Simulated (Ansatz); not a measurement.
```xyz
9

F     0.9805    0.2373   -1.7556
C     0.9744   -0.5674   -0.7057
Cl    2.1402   -1.7994   -0.8346
C     0.1471   -0.4100    0.3133
C    -0.8516    0.6861    0.3707
F    -0.6406    1.4447    1.4792
F    -2.1020    0.1650    0.4890
H     0.1873   -1.0989    1.1455
H    -0.8354    1.3426   -0.5018
```

Charge 0, multiplicity 1.

Task: List the ωB97M-V/def2-TZVPP orbital energies in eV (the Gaussian-basis code of Ansatz). (An estimate is asked.)

Result: The calculation gave: Occupied: -2773.22, -679.27, -678.03, -678.03, -286.29, -286.19, -282.44, -263.59, -201.13, -200.91, -200.90, -38.60, -38.01, -36.40, -28.25, -25.66, -22.44, -20.51, -18.98, -18.47, -18.18, -17.53, -17.30, -15.79, -14.93, -14.85, -14.34, -14.20, -13.32, -12.74, -12.27, -10.37. Lowest empty: 1.42, 2.73, 3.26, 3.71, 4.64, 5.15, 5.52, 5.63.
